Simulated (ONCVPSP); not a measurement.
What one change does to a pseudopotential (tellurium (Te), ONCV)

Te, optimised norm-conserving Vanderbilt (ONCV), made with ONCVPSP 4.0.1 (LDA (Perdew-Zunger), scalar-relativistic). Core [Kr] 4d10, reference 5s2 5p4. Waves: 5s: rc 1.65 bohr, ncon 4, nbas 9, qcut 3.7 1/bohr, 2 projectors, debl 1.3 Ha; 5p: rc 2.40 bohr, ncon 4, nbas 7, qcut 3.9 1/bohr, 2 projectors, debl 3.2 Ha. Local part: polynomial inside 1.25 bohr (lpopt 4, dvloc0 1 Ha). Core correction: Teter function, fcfact 3.75, rcfact 1.05.

All-electron outer shells of the reference configuration (LDA (Perdew-Zunger), scalar-relativistic, ld1.x):

| shell | level (eV) | outermost node (bohr) | outermost maximum (bohr) |
| --- | --- | --- | --- |
| 4p | -114.19 | 0.38 | 0.74 |
| 4d | -41.70 | 0.36 | 0.81 |
| 5s | -15.36 | 0.91 | 1.77 |
| 5p | -6.12 | 1.00 | 2.17 |

Change: core correction Teter function, fcfact 1.2, rcfact 1.05.

Cutoffs: the cutoffs (Ha) at which the residual kinetic energy of the hardest occupied pseudo-wave falls to 1 and 0.1 mHa per electron; they do not see the model core or the augmentation charge, which bear on the density cutoff. Errors are all-electron minus pseudo energies relative to the spin-unpolarised reference configuration.

Q: What does the change do?

A: The potential gets neither clearly harder nor softer (8.0 Ha and 27 Ha → 8.0 Ha and 27 Ha); of the 4 tests that both files solve, the error grows in 3 and shrinks in 1 by more than 15 % and 0.3 meV (median size 2.8 → 6.5 meV); neither file shows a bound ghost. A model core, the more so a compact one, raises the density cutoff, which this test does not measure.

```tsv
quantity	base	changed
cutoff, loose	8.0 Ha	8.0 Ha
cutoff, tight	27 Ha	27 Ha
bound ghosts	none	none
GHOST(+) flags under 300 eV	s at 14.3 eV, p at 124.4 eV	s at 14.3 eV, p at 124.4 eV
error for 5s2 5p3, meV [ΔE 9.92 eV]	-0.8	-0.3
error for 5s2 5p2, meV [ΔE 28.09 eV]	+2.9	+7.0
error for 5s2 5p1, meV [ΔE 55.32 eV]	+19	+37
error for 5s1 5p5, meV [ΔE 9.35 eV]	+2.8	+6.0
s: phases at 1.67 bohr within 0.05 rad from the reference energy up to (Ha; the scan ends near 5)	to the end of the scan	to the end of the scan
p: phases at 2.44 bohr within 0.05 rad from the reference energy up to (Ha; the scan ends near 5)	4.3	4.3
rms error of d²Exc/dni dnj with the model core, mHa	4.97	6.31
```

Base: The cutoffs count occupied waves only; projector 2 of the s channel, the hardest unoccupied one, needs 46 Ha at the loose tolerance. Changed file: The cutoffs count occupied waves only; projector 2 of the s channel, the hardest unoccupied one, needs 46 Ha at the loose tolerance.
